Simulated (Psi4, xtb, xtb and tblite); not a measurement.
Relaxed torsion scan: SMILES C(=Cc1ccc[se]1)c1ccc[se]1 (C10H8Se2). Scanned: dihedral C2–C1–C8–Se12; all other coordinates were relaxed at GFN2-xTB. Points at φ and −φ are mirror images. Heavy atoms are numbered in the order of the SMILES C(=Cc1ccc[se]1)c1ccc[se]1, hydrogens after them in the order of the atoms that carry them; the mirror image has the same energies with the sign of each dihedral reversed.

Computed with: GFN1-xTB // GFN2-xTB (xtb); GFN2-xTB (xtb and tblite); PBE-D3(BJ)/def2-SVP // GFN2-xTB (Psi4).

Energies relative to the lowest point of each profile, in kcal/mol:

| φ / ° | GFN1-xTB | GFN2-xTB |
|---|---|---|
| -165 | 1.2 | 1.6 |
| -150 | 1.9 | 2.3 |
| -135 | 3.0 | 3.5 |
| -105 | 5.9 | 6.6 |
| -75 | 6.1 | 6.5 |
| -45 | 2.8 | 2.9 |
| -30 | 1.3 | 1.3 |
| 60 | 4.6 | 4.8 |
| 75 | 6.1 | 6.5 |
| 90 | 6.6 | 7.2 |
| 120 | 4.5 | 5.1 |
| 165 | 1.2 | 1.6 |

Problem. Predict the corresponding PBE-D3(BJ)/def2-SVP column.

Solution. -165: 1.5; -150: 2.2; -135: 3.4; -105: 6.7; -75: 6.8; -45: 3.0; -30: 1.4; 60: 5.0; 75: 6.8; 90: 7.5; 120: 5.0; 165: 1.5 (kcal/mol).
